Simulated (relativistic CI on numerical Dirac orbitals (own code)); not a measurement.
# d6 in a ligand field

Computed with a parametric ligand-field model of a d^n configuration (Racah B and C, spin-orbit zeta, crystal field), exact diagonalisation.

Field parameters in Wybourne normalisation: Oh B⁴₀ = 21Dq, B⁴₄ = √(5/14) B⁴₀. The field is a parameter set, without covalency, and values of 10Dq over about 45,000 cm⁻¹ lie beyond real compounds.

B = 990 cm⁻¹, C = 4530 cm⁻¹ (C/B = 4.58), Oh, no spin-orbit coupling. Tanabe-Sugano data, E/B above the lowest term (Δ = |10Dq|; b, c mark the second and third term of a kind):

```csv
Δ/B,5T2,5E,3T1,3T2,3T1(b),1A1,1T1
1.0,0.00,1.00,22.07,22.37,23.01,32.67,33.06
5.0,0.00,5.00,19.52,21.58,23.42,26.42,29.93
9.0,0.00,9.00,16.10,19.63,23.43,19.23,26.31
13.0,0.00,13.00,12.47,16.98,23.45,11.77,22.57
17.0,0.00,17.00,8.75,13.91,23.46,4.18,18.76
21.0,3.50,24.50,8.47,14.11,26.98,0.00,18.40
25.0,11.24,36.24,12.38,18.38,34.73,0.00,22.25
29.0,19.02,48.02,16.31,22.57,42.52,0.00,26.13
33.0,26.84,59.84,20.24,26.72,50.34,0.00,30.02
37.0,34.67,71.67,24.19,30.84,58.18,0.00,33.93
41.0,42.53,83.53,28.14,34.93,66.05,0.00,37.84
45.0,50.41,95.41,32.10,39.00,73.93,0.00,41.77
```

The ground term changes from 5T2 to 1A1 between Δ/B = 17.0 and 21.0.
